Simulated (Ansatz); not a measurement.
Consider the redistribution: `F[CH2][AlH][Br]` + `CB(O)F` → `[CH3][AlH][Br]` + `OB(F)CF`.

Computed with Ansatz on PBE0-D4/def2-TZVP structures; ΔE is electronic, products minus reactants. CCSD(T)/CBS is the MP2 limit (def2-TZVPP, def2-QZVPP) plus CCSD(T) − MP2 in def2-TZVPP, frozen cores. DFT in def2-TZVPP. B3LYP here is the variant with VWN-RPA as its local correlation; programs differ in this. For Br outer-core shells are correlated without core-valence functions, which leaves a few kJ/mol of doubt a bond. Scalar relativity is left out up to krypton. Each species was taken in one conformer, which may not be the lowest.

| level | ΔE (eV) |
| --- | --- |
| B3LYP-D4 | -0.21 |
| r2SCAN0-D4 | -0.25 |
| PBE-QIDH | -0.25 |
| PBE | -0.21 |
| PBE0 | -0.23 |
| r2SCANh | -0.25 |
| CCSD/def2-SVP | -0.26 |
| HF/def2-QZVPP | -0.24 |

Q: What does CCSD(T)/CBS give? (Estimate.)

A: The calculation gave: -0.24 eV. The listed levels differ from it by 0.03, -0.01, -0.01, 0.03, 0.01, -0.01, -0.02, 0.00 eV.

Largest T1 diagnostic among the species: 0.012.

From BLYP to BHLYP (50 % exact exchange), in def2-TZVPP and without D4, ΔE moves by −0.04 eV. Leaving LDA and LC-ωPBE aside and taking each functional with its dispersion term where it has one, the values, not all of them listed here, spread over 0.06 eV, from r2SCAN0-D4 to BLYP-D4. LDA lies −0.04 eV from PBE without D4.
